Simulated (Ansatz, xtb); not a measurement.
## C2H4FZn: 5 structures ranked

5 gas-phase structures of C2H4FZn, found in a search over its isomers (lower ones may exist). Each was relaxed with GFN2-xTB:

A. `C[C](F)[ZnH]`, a doublet
B. the doublet with the links of `C[C@H](F)[Zn]`
C. a doublet given by its coordinates
D. `C[CH][Zn][F]`, a doublet
E. `FC[CH][ZnH]`, a doublet

C (Å):

```xyz
8

C     0.6585   -0.7110    2.3993
C    -0.7791   -0.8535    2.0131
F     1.4751   -0.6672    1.2367
Zn   -0.4767   -1.4487   -0.1346
H     1.0346   -1.5678    2.9624
H     0.8941    0.2211    2.9248
H    -1.3009   -1.5907    2.6119
H    -1.3128    0.0927    2.0188
```

Close contacts (Å): C1–C2 1.50, C1–F3 1.42, C2–Zn4 2.25, C1–H5 1.09, C1–H6 1.10, C2–H7 1.08, C2–H8 1.09.

Q: Estimate their order in r2SCAN-D4/def2-SVP energy at these geometries, lowest first.

A: Calculated order at r2SCAN-D4/def2-SVP: D (0.0), C (11.5), B (16.4), E (26.9), A (28.9) kcal/mol.

Energies above the lowest of each column, in kcal/mol; the last columns are at PBE0-D3(BJ)/pcseg-1 geometries and were run for some of them only (a dash: not run or not comparable):

```
structure  GFN2-xTB  HF/STO-3G  r2SCAN-D4/def2-SVP  PBE0-D3(BJ)/pcseg-1  CCSD(T)/def2-SVP + ΔMP2/def2-TZVPP
        D       9.1       28.6                 0.0                  0.0                                 0.0
        C       0.0        0.0                11.5                 12.8                                13.7
        B       1.4       10.0                16.4                    –                                   –
        E      27.7       66.2                26.9                    –                                   –
        A      27.9       52.8                28.9                    –                                   –
```

CCSD(T)/def2-SVP + ΔMP2/def2-TZVPP puts D lowest of those it was run on; GFN2-xTB picks C, HF/STO-3G picks C. Some further structures that were screened fall inside this span and aren't listed. Flexible structures stand in one conformer each, not always the lowest. Frequencies (PBE0-D3(BJ)/pcseg-1) were run for C, D alone. Open shells are spin-unrestricted, some with notable spin contamination. ΔMP2 is the change of the MP2 energy from the smaller to the larger basis.

Over these structures GFN2-xTB departs from r2SCAN-D4/def2-SVP by 7.8 kcal/mol on average once a common shift is removed. A GFN2-xTB relaxation took about 0.058 s and the r2SCAN-D4/def2-SVP energy about 2.5 s on a shared host (Ansatz 0.2.0, xtb 6.7.1).
